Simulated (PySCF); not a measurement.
## Spinor energies of Rh¹⁵⁺ (rhodium, charge +15)

Start: [Ar] 3d10 4s2. Calculated with PySCF 2.14 in an even-tempered Gaussian basis (18 s from 0.75 bohr⁻², ratio 2.8; 13 p from 0.97 bohr⁻², ratio 2.8; 9 d from 1.7 bohr⁻², ratio 2.8; 4 f from 4.9 bohr⁻², ratio 3): generalised Hartree-Fock with the X2C-1e Hamiltonian and a Gaussian nucleus; spin-orbit coupling (SO) screened by Boettger's factors.

| spinor shell | electrons | ε, screened SO (eV) | weight of nominal j (screened SO) | rms radius, screened SO (bohr) |
| --- | --- | --- | --- | --- |
| 1s1/2 | 2 | -23706.6 | 1.000 | 0.0374 |
| 2s1/2 | 2 | -3823.7 | 1.000 | 0.153 |
| 2p1/2 | 2 | -3558.2 | 1.000 | 0.133 |
| 2p3/2 | 4 | -3411.5 | 1.000 | 0.138 |
| 3s1/2 | 2 | -996.56 | 1.000 | 0.412 |
| 3p1/2 | 2 | -890.38 | 1.000 | 0.408 |
| 3p3/2 | 4 | -863.68 | 1.000 | 0.418 |
| 3d3/2 | 4 | -680.10 | 1.000 | 0.393 |
| 3d5/2 | 6 | -674.88 | 1.000 | 0.396 |
| 4s1/2 | 2 | -386.17 | 1.000 | 0.922 |

```
   quantity  screened SO
E (hartree)  -4700.90148
        M_J            0
       ⟨J²⟩        0.000
       ⟨L²⟩        0.008
       ⟨S²⟩        0.008
```

Breit and QED terms are absent; they matter most for the inner s and p1/2 levels.

Densities and radii are taken from the X2C orbitals without a picture-change correction, which distorts them close to the nucleus.
